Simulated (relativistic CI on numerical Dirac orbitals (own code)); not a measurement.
Computed by Dirac-Coulomb-Breit CI, separate exchange-only KLI orbitals for each configuration, a model potential for QED, unscaled Slater integrals (own radial code, finite nucleus).

The strongest absorption lines from the ground level of an ion, among the configurations computed and to levels below about 2580 eV (vacuum wavelength in nm, gf): 0.52315 (0.52), 0.52438 (0.35), 0.53304 (0.58), 0.53402 (0.95), 0.53454 (1.6), 0.53491 (1.4), 0.53684 (0.92), 0.55195 (1.5).

Question: Which ion is it?
A. Ru XXXVIII
B. Sr XXXII
C. Nb XXXV
D. Sr XXXIV

Answer: B. Sr XXXII has 7 electrons and the ground level 2s2 2p3 4S°_3/2; the strongest line goes to 2s2 2p2 3d 4P_3/2. The pattern of lines fixes the number of electrons, and along that sequence the line energies rise steadily with the charge (about as its square where n changes within one kind of shell, about linearly where n is kept but much faster in heavy ions where fine structure, which grows about as Z⁴, sets the gap, and irregularly where shells cross), which fixes Z. Configurations outside the model, such as inner-shell arrays, can give stronger lines. At this charge energies of transitions that change n are usually good to better than 1 %, and those within a shell (Δn = 0) to a few per cent.

LS names give the leading component of a level, which can be under half, so a name can repeat, a term be missing and a line seem to break the LS rules.
